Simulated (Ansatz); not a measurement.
Program: Ansatz. Geometries: PBE0-D4/def2-TZVP. ΔE: electronic, gas phase. CBS: MP2 limit from def2 TZ/QZ plus the TZ coupled-cluster correction, frozen cores. DFT in def2-TZVPP. B3LYP here is the variant with VWN-RPA as its local correlation; programs differ in this. def2 core potentials past Kr. For Te outer-core shells are correlated without core-valence functions, which leaves a few kJ/mol of doubt a bond. One conformer a species, not always the lowest.

`[SiH3]C(Cl)(Cl)[TeH]` + `CCCC` → `CCC[TeH]` + `CC([SiH3])(Cl)Cl`  (formal exchange of groups at a Te–C bond)

```tsv
level	ΔE (kcal/mol)	difference from CCSD(T)/CBS
PBE-D4	-3.6	0.8
r2SCAN-D4	-4.9	-0.5
ωB97M-V	-4.9	-0.5
PBE	-4.1	0.3
r2SCAN	-4.9	-0.5
PBE0	-5.0	-0.6
B3LYP	-5.1	-0.7
HF/def2-TZVPP	-7.5	-3.1
SCS-MP2/def2-TZVPP	-4.7	-0.3
CCSD/def2-TZVPP	-5.7	-1.3
CCSD(T)/def2-TZVPP	-5.3	-0.9
HF/def2-QZVPP	-7.4	-3.0
MP2/def2-QZVPP	-3.9	0.5
SCS-MP2/def2-QZVPP	-4.2	0.2
HF/CBS(def2)	-7.4	-3.0
MP2/CBS(def2)	-3.5	0.9
CCSD(T)/CBS	-4.4	0
```

Largest T1 diagnostic among the species: 0.011.

In def2-TZVPP, CCSD(T) changes the Hartree–Fock value by +2.2 kcal/mol (the triples alone add +0.4 kcal/mol) and MP2 by +3.1 kcal/mol. From PBE to PBE0 (25 % exact exchange), in def2-TZVPP and without D4, ΔE moves by −0.9 kcal/mol. The D4 term adds +0.9 kcal/mol with B3LYP and +0.5 kcal/mol with PBE0; it sums over pairs of atoms, weighted by their polarisabilities, and B3LYP, whose exchange is more repulsive, gets the larger term.
